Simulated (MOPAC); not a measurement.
Job for MOPAC: PM3 on MgP, 2S+1 = 4, a spin state set in the input, which need not be the lowest, a point of a bond scan (R = 2.776 Å).

```
PM3 1SCF PRECISE CHARGE=0 UHF MS=1.5 THREADS=1
MgP

Mg     0.00000000 1     0.00000000 1     0.00000000 1
P      0.00000000 1     0.00000000 1     2.77622800 1
```

Output:

```
*******************************************************************************
 **                                                                           **
 **                              MOPAC v23.2.5                                **
 **                                                                           **
 *******************************************************************************
 ** MOPAC's Digital Object Identifier: https://doi.org/10.5281/zenodo.6511958 **
 **                                                                           **
 ** Please cite the open-source release paper for use of this MOPAC version:  **
 ** J. E. Moussa and J. J. P. Stewart (2026)                                  **
 ** MOPAC: An open-source semiempirical molecular orbital program             **
 ** J. Open Source Softw., 11(119), 8025, https://doi.org/10.21105/joss.08025 **
 *******************************************************************************

                              PM3 CALCULATION RESULTS

 *******************************************************************************
 *  PM3        - The PM3 Hamiltonian to be used
 *  UHF        - UNRESTRICTED HARTREE-FOCK CALCULATION
 *
 *
 *
 *                 CHARGE ON SYSTEM = 0
 *
 *
 *
 *  MS=        - IN MECI, MAGNETIC COMPONENT OF SPIN =  1.5
 *  PRECISE    - TIGHTER CRITERIA TO BE USED
 *  1SCF       - DO 1 SCF AND THEN STOP
 *  THREADS=1  - MULTI-THREADING NOT USED
 *  T=         - A TIME OF 172800.0 SECONDS REQUESTED
 *  DUMP=N     - RESTART FILE WRITTEN EVERY 7200.0 SECONDS REQUESTED
 *******************************************************************************
PM3 1SCF PRECISE CHARGE=0 UHF MS=1.5 THREADS=1
 MgP

   ATOM   CHEMICAL          X               Y               Z
  NUMBER   SYMBOL      (ANGSTROMS)     (ANGSTROMS)     (ANGSTROMS)

     1      Mg          0.00000000  *   0.00000000  *   0.00000000  *
     2       P          0.00000000  *   0.00000000  *   2.77622800  *



          CARTESIAN COORDINATES

    NO.       ATOM           X           Y           Z

     1        Mg          0.0000      0.0000      0.0000
     2         P          0.0000      0.0000      2.7762

 Mg: (PM3): J. J. P. STEWART, J. COMP. CHEM. 12, 320-341 (1991).
  P: (PM3): J. J. P. STEWART, J. COMP. CHEM. 10, 209 (1989).

           Empirical Formula: Mg P  =     2 atoms



      MOLECULAR POINT GROUP   :   C*v


          UHF CALCULATION, NO. OF ALPHA ELECTRONS =    5
                           NO. OF BETA  ELECTRONS =    2

 -------------------------------------------------------------------------------
 PM3 1SCF PRECISE CHARGE=0 UHF MS=1.5 THREADS=1
 MgP



     1SCF WAS SPECIFIED, SO BFGS WAS NOT USED
     SCF FIELD WAS ACHIEVED


                              PM3 CALCULATION
                                                       MOPAC v23.2.5 Linux




          FINAL HEAT OF FORMATION =         93.65956 KCAL/MOL =     391.87160 KJ/MOL


          COSMO AREA              =         88.33 SQUARE ANGSTROMS
          COSMO VOLUME            =         70.10 CUBIC ANGSTROMS

          IONIZATION POTENTIAL    =          8.193344 EV
          ALPHA SOMO LUMO (EV)    =         -8.754 -1.413
          BETA  SOMO LUMO (EV)    =         -8.193 -1.841
          NO. OF ALPHA ELECTRONS  =          5
          NO. OF BETA  ELECTRONS  =          2
          MOLECULAR WEIGHT        =         55.2788         POINT GROUP:  C*v

          MOLECULAR DIMENSIONS (Angstroms)

            Atom       Atom       Distance
            P     2   Mg     1     2.77623
            P     2   Mg     1     0.00000
           Mg     1    P     2     0.00000


          SCF CALCULATIONS        =          1





   ATOM   CHEMICAL          X               Y               Z
  NUMBER   SYMBOL      (ANGSTROMS)     (ANGSTROMS)     (ANGSTROMS)

     1      Mg          0.00000000  *   0.00000000  *   0.00000000  *
     2       P          0.00000000  *   0.00000000  *   2.77622800  *

                             CARTESIAN COORDINATES

   1   Mg        0.000000000     0.000000000     0.000000000
   2    P        0.000000000     0.000000000     2.776228000


           Empirical Formula: Mg P  =     2 atoms



      MOLECULAR POINT GROUP   :   C*v


          ALPHA EIGENVALUES
 -21.76436  -8.84495  -8.78224  -8.75364  -8.75364  -1.41277  -1.41277  -1.32198


           BETA EIGENVALUES
 -18.23757  -8.19334  -1.84092  -1.84092  -1.65683  -1.30214  -1.13812  -1.13812


              NET ATOMIC CHARGES AND DIPOLE CONTRIBUTIONS

  ATOM NO.   TYPE          CHARGE      No. of ELECS.   s-Pop       p-Pop
    1         Mg           0.188319        1.8117     1.00342     0.80826
    2          P          -0.188319        5.1883     1.96738     3.22094
 DIPOLE           X         Y         Z       TOTAL
 POINT-CHG.     0.000     0.000    -2.511     2.511
 HYBRID        -0.000    -0.000    -0.228     0.228
 SUM           -0.000    -0.000    -2.739     2.739


          ATOMIC ORBITAL ELECTRON POPULATIONS

     Atom    s        px        py        pz
    1 Mg   1.00342   0.00561   0.00561   0.79704
    2  P   1.96738   0.99439   0.99439   1.23216


                    (SZ)    =    1.500000
                    (S**2)  =    3.969185


          ATOMIC ORBITAL SPIN POPULATIONS

    Atom   Total    s     px     py     pz
         Atomic
    1 Mg  0.5579  0.344  0.006  0.006  0.203
    2  P  2.4421 -0.003  0.994  0.994  0.456

 **********************
 *                    *
 * JOB ENDED NORMALLY *
 *                    *
 **********************




 == MOPAC DONE ==
```

The run finished. Its determinant has ⟨S²⟩ = 3.97, a mixture of spin states.

Cost: about 0.03 core-seconds (a rough figure).
